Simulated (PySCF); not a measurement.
## EuC: energy against distance

Set-up: PySCF, spin-free X2C with a Gaussian nucleus, basis sets Eu x2c-SVPall, C x2c-SVPall. Energies in eV from Eu (4f7 6s2) + C in their ground configurations at the same level. All curves are PBE0. state 1: Ms = 2.5 determinant of mixed spin, about 7.0 electrons in the 4f shell (Mulliken); state 2: decet, about 7.0 electrons in the 4f shell (Mulliken), a second solution, started from another occupation; state 3: octet, about 7.0 electrons in the 4f shell (Mulliken), a second solution, started from another occupation.

| R (Å) | state 1 | state 2 | state 3 |
| --- | --- | --- | --- |
| 2.059 | -2.066 | -1.929 | -1.434 |
| 2.155 | -2.344 | -1.925 | -1.421 |
| 2.250 | -2.510 | -1.807 | -1.306 |
| 2.322 | -2.571 | -1.664 | -1.170 |
| 2.394 | -2.590 | -1.489 | -1.002 |
| 2.466 | -2.572 | -1.292 | -0.813 |
| 2.562 | -2.505 | -1.010 | -0.541 |
| 2.681 | -2.370 | -0.654 | -0.191 |
| 2.825 | -2.165 | -0.257 | 0.205 |
| 3.016 | -1.860 | 0.178 | 0.662 |

Task: Put a parabola through the three lowest points of the state 1 curve and estimate Re, k and ωe (reduced mass 11.13 u; 1 eV/Å² = 0.16022 mdyn/Å; ωe = 1302.8·√(k/μ) cm⁻¹).

Result: Through R = 2.322, 2.394, 2.466 Å the second-order coefficient is 3.57 eV/Å², so Re ≈ 2.395 Å, k ≈ 1.14 mdyn/Å and ωe ≈ 418 cm⁻¹. A polynomial fit of higher order to the unrounded PBE0 energies gives Re = 2.392 Å, k = 1.12 mdyn/Å, ωe = 413 cm⁻¹; anharmonicity and rounding make the difference.

The higher-order fit for each curve: state 1: Re = 2.392 Å, ωe = 413 cm⁻¹, De = 2.59 eV. State 2 gave no clean fit. State 3 gave no clean fit.

⟨S²⟩ of the unrestricted solution departs from its pure value on part of the curve, where spin states mix. These are scalar-relativistic numbers at best; spin–orbit coupling would shift them, the dissociation energy most. The state is the lowest single determinant that the PBE0 search found; with open d or f shells the true ground state can be another one.
